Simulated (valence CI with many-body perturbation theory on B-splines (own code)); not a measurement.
F IV in brief

Computed by valence CI with perturbative core correlation (CI+MBPT): four valence electrons over a frozen Dirac-Fock core [He], radial functions for each j: 9 s, 9 p, 8 d, 6 f, 3 g, 1 h, with the one-electron correlation potential Σ1 (screened to all orders), the two-electron term Σ2, the three-electron term Σ3, Breit, model QED; selected single and double excitations, second order for the rest, scaled by the run's own slope (own B-spline code, finite nucleus).

Set against measurement, 20 paired levels are off by 133 cm⁻¹ on average, the worst by 387. These come from a selection out of Moore, Atomic Energy Levels, vol. I, NSRDS-NBS 35 (1971 reprint of NBS Circular 467, 1949), an old analysis. Levels without a partner in it may be off by more. Among the levels kept, up to 400 cm⁻¹ of a level comes from second order outside the variational space, and about a tenth of that is noise between levels of different J, which matters for small intervals.

Rates and lifetimes use the calculated energies. Strong lines usually hold to 10 to 20 %, long lifetimes can be off by a factor of two.

(1) What is the ground level?

(2) Where does the other parity begin?

(3) Among levels below 59.351 eV, which E1 lines absorb most strongly from the ground level?

(4) What are the static dipole polarisabilities of the lowest levels?

(5) What is the ionisation energy?

(6) Name the longest-lived excited levels whose lifetime is computed, and their main decay.

(7) How well does LS coupling describe the low levels?

Results:

(1) 2s2 2p2 3P_0, composition 97 % 2s2 2p2 3P.

(2) At 2s 2p3 5S°_2, 9.171 eV.

(3) to 2s 2p3 3S°_1 at 41.92 nm, f = 0.158; to 2s 2p3 3P°_1 at 57.01 nm, f = 0.120; to 2s 2p3 3D°_1 at 67.58 nm, f = 0.103.

(4) 2s2 2p2 3P_0 0.899; 2s2 2p2 3P_1 0.900 (tensor 0.018); 2s2 2p2 3P_2 0.901 (tensor -0.036); 2s2 2p2 1D_2 0.834 (tensor 0.12) bohr³, of which the core gives 0.00161.

(5) 87.156 eV; NIST lists 87.175 ± 0.017 eV (semi-empirical).

(6) 2s2 2p2 3P_1 at 0.028 eV lives 4710 s, mostly by M1 to 2s2 2p2 3P_0; 2s2 2p2 3P_2 at 0.076 eV lives 1280 s, mostly by M1 to 2s2 2p2 3P_1; 2s2 2p2 1D_2 at 3.147 eV lives 7.51 s, mostly by M1 to 2s2 2p2 3P_2.

(7) Among the lowest 20 levels the leading LS term, summed over configurations, holds 100 % on average. For single configurations the figures are 97 % in LS and 69 % in jj coupling. Terms hardly mix: every one of these levels is at least 95 % one term.
